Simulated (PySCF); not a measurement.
A side-by-side comparison of computed properties.

First species: C5H10O2SSi2.
Structure used (GFN2-xTB), in Å, numbered top down from 1:
```xyz
20
C5H10O2SSi2 angstrom
C      1.1641    2.7528    0.5959
C      0.5537    1.7632    0.2984
C     -0.1484    0.5712   -0.0400
S      0.7771   -0.3193   -1.3820
C      2.4288   -0.4747   -0.5612
O      0.1895   -1.6686   -1.3131
C     -0.3291   -0.4150    1.1093
Si    -1.6620   -1.6749    0.5598
O     -2.4831   -0.6687   -0.4820
Si    -1.8865    0.7807   -0.8599
H      1.6718    3.6323    0.8571
H      2.4051   -1.3140    0.1239
H      3.1557   -0.6637   -1.3440
H      2.6588    0.4542   -0.0521
H     -0.7001    0.1380    1.9766
H      0.6201   -0.8600    1.4065
H     -1.3987   -2.9425   -0.0809
H     -2.6017   -1.8191    1.6802
H     -1.7769    0.9062   -2.3066
H     -2.6432    1.8323   -0.1888
```

Second species: CH11N3O2Si3.
SMILES: `N[SiH](N)N([SiH3])[SiH2]OC=O`

Levels: PBE0/pcSseg-1 for HOMO energy, LUMO energy and HOMO–LUMO gap. Geometries: GFN2-xTB. Each species is one conformer at its optimised geometry, gas phase, non-relativistic unless stated. Electronic properties by PySCF.

Values for the first species:

```
HOMO energy   : -6.98 eV
LUMO energy   : -0.11 eV
HOMO–LUMO gap : 6.87 eV
```

(1) Estimate the same properties for the second species, and the change in each.

Answers

(1) 
```json
{"property": "HOMO energy", "first": "-6.98 eV", "second": "-7.58 eV", "second less first": "-0.60 eV"}
{"property": "LUMO energy", "first": "-0.11 eV", "second": "-0.03 eV", "second less first": "+0.08 eV"}
{"property": "HOMO–LUMO gap", "first": "6.87 eV", "second": "7.55 eV", "second less first": "+0.68 eV"}
```

On the second:  GFN2-xTB frequencies show an imaginary mode (49i cm⁻¹), so this geometry is no minimum at that level.
